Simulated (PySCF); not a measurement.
Atomic charges by several schemes

C₇H₁₄O.
Geometry (PBE0-D3(BJ)/def2-SVP, Å), atoms numbered from 1 in this order:
```
atom  x, y, z in Å
C1     3.024   -0.150    0.181
O2     1.847   -0.527    0.822
C3     0.666   -0.306    0.092
C4     0.286    1.171    0.015
C5    -1.059    1.368   -0.677
C6    -2.159    0.555   -0.002
C7    -1.781   -0.920    0.075
C8    -0.434   -1.116    0.759
H9     3.114   -0.612   -0.823
H10    3.866   -0.497    0.797
H11    3.121    0.946    0.058
H12    0.802   -0.685   -0.946
H13    1.069    1.744   -0.507
H14    0.243    1.559    1.049
H15   -0.974    1.055   -1.734
H16   -1.322    2.438   -0.695
H17   -3.114    0.682   -0.536
H18   -2.318    0.942    1.021
H19   -1.735   -1.336   -0.948
H20   -2.560   -1.493    0.603
H21   -0.492   -0.795    1.814
H22   -0.138   -2.177    0.770
```

Density: PBE0/pcSseg-1 (PySCF); schemes: Mulliken, IAO, Hirshfeld and ESP-fitted. Geometry: PBE0-D3(BJ)/def2-SVP, one conformer, isolated molecule.

Task: Tabulate the Mulliken, IAO, Hirshfeld and ESP-fitted charges.

Result: In e:

```csv
atom,environment,Mulliken,IAO,Hirshfeld,ESP-fitted
C1,methoxy carbon,-0.029,-0.192,-0.041,-0.067
O2,ether oxygen,-0.505,-0.391,-0.137,-0.432
C3,sp3 carbon bound to oxygen,+0.029,+0.101,+0.044,+0.421
C4,ring CH2 carbon,-0.199,-0.272,-0.080,-0.265
C5,ring CH2 carbon,-0.226,-0.251,-0.066,-0.047
C6,ring CH2 carbon,-0.224,-0.251,-0.068,-0.053
C7,ring CH2 carbon,-0.230,-0.253,-0.066,+0.032
C8,ring CH2 carbon,-0.172,-0.257,-0.076,-0.230
H9,methyl hydrogen,+0.083,+0.113,+0.032,+0.047
H10,methyl hydrogen,+0.121,+0.153,+0.048,+0.111
H11,methyl hydrogen,+0.089,+0.114,+0.032,+0.054
H12,methine hydrogen,+0.085,+0.095,+0.024,+0.001
H13,methylene hydrogen,+0.123,+0.127,+0.034,+0.075
H14,methylene hydrogen,+0.116,+0.129,+0.033,+0.094
H15,methylene hydrogen,+0.111,+0.121,+0.032,+0.026
H16,methylene hydrogen,+0.122,+0.134,+0.039,+0.037
H17,methylene hydrogen,+0.120,+0.132,+0.038,+0.014
H18,methylene hydrogen,+0.113,+0.123,+0.034,+0.032
H19,methylene hydrogen,+0.111,+0.121,+0.032,+0.004
H20,methylene hydrogen,+0.124,+0.135,+0.040,+0.015
H21,methylene hydrogen,+0.116,+0.131,+0.034,+0.070
H22,methylene hydrogen,+0.124,+0.139,+0.038,+0.061
```

Mean size of the charges over all atoms: IAO 0.170 e, Mulliken 0.144 e, ESP-fitted 0.099 e, Hirshfeld 0.049 e. Each set sums to the total charge, 0, to within 0.001 e. The ESP scheme is a least-squares fit of atom-centred charges to the potential on four shells outside the van der Waals surface, with the total charge fixed.

Lowest charge. All schemes agree: Mulliken O2 (-0.505); IAO O2 (-0.391); Hirshfeld O2 (-0.137); ESP-fitted O2 (-0.432).

Highest charge. The schemes don't all agree: Mulliken H20 and H22 (+0.124); IAO H10 (+0.153); Hirshfeld H10 (+0.048); ESP-fitted C3 (+0.421).

Task: How closely do the schemes follow one another over all atoms?

Result: Correlation coefficient and root-mean-square difference: IAO with Hirshfeld 0.99, 0.131 e; Mulliken with Hirshfeld 0.97, 0.121 e; Mulliken with IAO 0.96, 0.054 e; Hirshfeld with ESP-fitted 0.78, 0.119 e; IAO with ESP-fitted 0.71, 0.132 e; Mulliken with ESP-fitted 0.69, 0.130 e.

Task: Sum the charges by element, for elements with more than one atom.

Result: 
| element | atoms | Mulliken | IAO | Hirshfeld | ESP-fitted |
| --- | --- | --- | --- | --- | --- |
| C | 7 | -1.053 | -1.375 | -0.354 | -0.210 |
| H | 14 | +1.558 | +1.766 | +0.490 | +0.642 |
